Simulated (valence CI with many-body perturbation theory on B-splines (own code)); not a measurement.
Basis-set convergence for In XIX

Computed by relativistic CI+MBPT: three valence electrons over a frozen Dirac-Fock core [Ar] 3d10, a basis of 9 s, 9 p, 8 d, 6 f, 3 g, 1 h functions for each j, with the one-electron correlation potential Σ1 (screened to all orders), the two-electron term Σ2, the three-electron term Σ3, Breit, model QED; selected single and double excitations, second order for the rest, scaled by the run's own slope (own B-spline code, finite nucleus).

No measured levels were compared; by estimate levels hold to about 250 cm⁻¹ or 0.2 % of their energy and the worst to 1 %, as in measured heavy ions of charge 2 to 7; those with d or f electrons hold less well.

The reference run has the lowest level 4s2 4p 2P°_1/2 and an ionisation energy of 493.659 eV. Its largest variational space holds 9305 state functions.

Names give the largest LS component (configuration and term), which can be under half, so a name can repeat, a term be missing and a line seem to break the LS rules; names also repeat where a configuration has a term twice. Letters in brackets count levels of one name in rising energy.

Changed runs:
A. basis 6 s, 6 p, 5 d, 3 f, 1 g
B. basis 5 s, 5 p, 4 d, 2 f

Excitation energies of the reference run in cm⁻¹, and shifts in cm⁻¹:

```
                 Level  Reference       A       B
        4s2 4p 2P°_3/2      78197     -10     -10
         4s 4p2 4P_1/2     311893     -99    -293
         4s 4p2 4P_3/2     358014    -142    -424
         4s 4p2 4P_5/2     383594     -96    -266
         4s 4p2 2D_3/2     433180     +35    +197
         4s 4p2 2D_5/2     465621     -26    -4.5
         4s 4p2 2P_1/2     467476    +126    +499
         4s 4p2 2S_1/2     545271    +150    +623
         4s 4p2 2P_3/2     553342    +112    +458
         4s2 4d 2D_3/2     675622    +183    +874
         4s2 4d 2D_5/2     689081    +176    +861
       4p3 4S°_3/2 [a]     776208     -29     -56
Ionisation energy (eV)    493.659  -0.018  -0.056
```
